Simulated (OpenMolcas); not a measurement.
A run on Rh3+ with 4 ligands (chloride) in tetrahedral coordination (Td) at 2.29 Å. A charge of +0.25 e stands 2.4 Å behind each ligand. Ligand basis ANO-RCC-VDZP.

```
Program             : OpenMolcas 26.06
Method              : SS-CASPT2, IPEA 0.25 Eh, imaginary shift 0.1 Eh (closed shells correlated: 4s 4p and the ligand valence shells)
Basis               : ANO-RCC-VDZP [6s5p3d1f]
Scalar Hamiltonian  : DKH2, point nucleus
Active space        : 6 electrons in 5 orbitals (4d)
State averaging     : 2S+1 = 5 even, 5 roots; 2S+1 = 3 even, 45 roots; 2S+1 = 1 even, 50 roots
Spin-orbit coupling : state interaction with AMFI integrals over the reference wave functions
```

115 basis functions. Blocks (2S+1, parity, CSFs, roots kept): 5, even, 5, 5; 3, even, 45, 45; 1, even, 50, 50.

Task: How long do the CASPT2 steps take on 1 thread of Arm Neoverse V1, on a shared host?

Result: About 6.6 min of wall time, without the integral step.
